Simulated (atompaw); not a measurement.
**What one change does to a pseudopotential (selenium, PAW (atompaw))**

* Element: selenium (Se)
* Generator: atompaw 4.2.0.5
* Type: PAW
* Functional: LDA (PW92)
* Relativity: scalar-relativistic
* Frozen core: [Ne] 3s2
* Valence charge: 22
* Reference configuration: 3p6 3d10 4s2 4p2 (charge +2)
* Partial waves: 4s (bound): rc 1.60 bohr; 4s channel at -0.1 Ry: rc 1.60 bohr; 3p (bound): rc 1.05 bohr; 4p (bound): rc 1.60 bohr; 3d (bound): rc 1.30 bohr; 3d channel at -0.95 Ry: rc 1.30 bohr
* Local potential: bessel scheme, radius 1.40 bohr
* Core correction: smooth core density matched at 1.10 bohr
* Augmentation charge: sinc compensation charge, radius 1.40 bohr; PAW radius 1.60 bohr; waves and projectors: custom polynom2 7 10 vanderbiltortho

Change: reference 3p6 3d10 4s2 4p3.5.

Cutoffs: the cutoffs (Ry, on a coarse ladder) from which the occupation-weighted sum of valence levels, in a spherical-Bessel basis at the reference potential, stays within 10 and 1 mRy of its value at 400 Ry; they do not see the model core or the augmentation charge, which bear on the density cutoff.

Question: What does the change do?

Answer: The range in which the d phases agree widens (upper end 1.0 → at the end of the scan); neither file shows a bound ghost.

| quantity | base | changed |
| --- | --- | --- |
| bound ghosts | none | none |
| s: phases at 1.61 bohr within 0.05 rad from the reference energy up to (Ry; the scan ends near 5) | to the end of the scan | to the end of the scan |
| p: phases at 1.61 bohr within 0.05 rad from the reference energy up to (Ry; the scan ends near 5) | 4.2 | to the end of the scan |
| d: phases at 1.61 bohr within 0.05 rad from the reference energy up to (Ry; the scan ends near 5) | 1.0 | to the end of the scan |
| lowest overlap eigenvalue by channel | s 0.15, p 0.73, d 0.94 | s 0.16, p 0.73, d 0.94 |

 The cutoffs see the waves, projectors and local potential, not the compensation charge or the core.
